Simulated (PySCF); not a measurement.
# Optical rotation: `C(#N)[C@H]1C[C@H]1[GeH2][Br]`, C4H6BrGeN

Molfile (atoms numbered from 1):
```
C4H6BrGeN
     RDKit          3D

 13 13  0  0  0  0  0  0  0  0999 V2000
   -0.2621    2.6071    0.8712 N   0  0  0  0  0  0  0  0  0  0  0  0
   -0.7386    1.5857    0.6678 C   0  0  0  0  0  0  0  0  0  0  0  0
   -1.2543    0.2885    0.4125 C   0  0  1  0  0  0  0  0  0  0  0  0
   -1.0633   -0.2820   -0.9630 C   0  0  0  0  0  0  0  0  0  0  0  0
   -0.2337   -0.8067    0.1652 C   0  0  1  0  0  0  0  0  0  0  0  0
    1.6962   -0.3939    0.2899 Ge  0  0  0  0  0  4  0  0  0  0  0  0
    2.4334    0.1951   -1.7772 Br  0  0  0  0  0  0  0  0  0  0  0  0
   -2.1585    0.0481    0.9601 H   0  0  0  0  0  0  0  0  0  0  0  0
   -0.5895    0.3483   -1.7059 H   0  0  0  0  0  0  0  0  0  0  0  0
   -1.8530   -0.9037   -1.3600 H   0  0  0  0  0  0  0  0  0  0  0  0
   -0.5052   -1.7848    0.5472 H   0  0  0  0  0  0  0  0  0  0  0  0
    2.0574    0.7402    1.2091 H   0  0  0  0  0  0  0  0  0  0  0  0
    2.4669   -1.6415    0.6654 H   0  0  0  0  0  0  0  0  0  0  0  0
  1  2  3  0
  2  3  1  0
  3  4  1  0
  4  5  1  0
  5  6  1  0
  6  7  1  0
  5  3  1  0
  3  8  1  1
  4  9  1  0
  4 10  1  0
  5 11  1  1
  6 12  1  0
  6 13  1  0
M  END
```

Theory: TDDFT B3LYP/def2-SVPD circular dichroism and optical rotation, one conformer, gas phase (PySCF 2.14.0). Geometry: GFN2-xTB.

The molecule is flexible and this is one conformer; a measurement averages over conformers. The calculation is non-relativistic, which matters for the atoms heavier than Zn.

Stereocentres: C3 R, C5 R.

Give the optical rotatory dispersion at 633, 589.3, 546, 436, 405, 365, 355 nm.

[α] in deg dm⁻¹ (g/mL)⁻¹:
```tsv
λ (nm)	origin-invariant length gauge	modified velocity gauge	length gauge (centre of mass)	isotropic polarisability (au)
633	-132.2	-135.9	-132.7	99.6
589.3	-155.4	-159.8	-156.0	100.0
546	-185.3	-190.5	-186.0	100.5
436	-319.9	-328.7	-321.2	102.7
405	-387.3	-397.8	-388.8	103.7
365	-514.1	-527.9	-516.2	105.5
355	-556.4	-571.1	-558.6	106.0
```

And for the mirror image at 589.3 nm?

+155.4 deg dm⁻¹ (g/mL)⁻¹ (origin-invariant length gauge): the same size and the opposite sign.

What is the molar rotation [Φ] = [α]·M/100 of the geometry above at 589.3 nm?

With M = 220.63 g/mol, -342.8 deg cm² dmol⁻¹ (origin-invariant length gauge).

The first excitation lies at 6.05 eV (205 nm) with R = +3.6 × 10⁻⁴⁰ esu² cm² (velocity form).
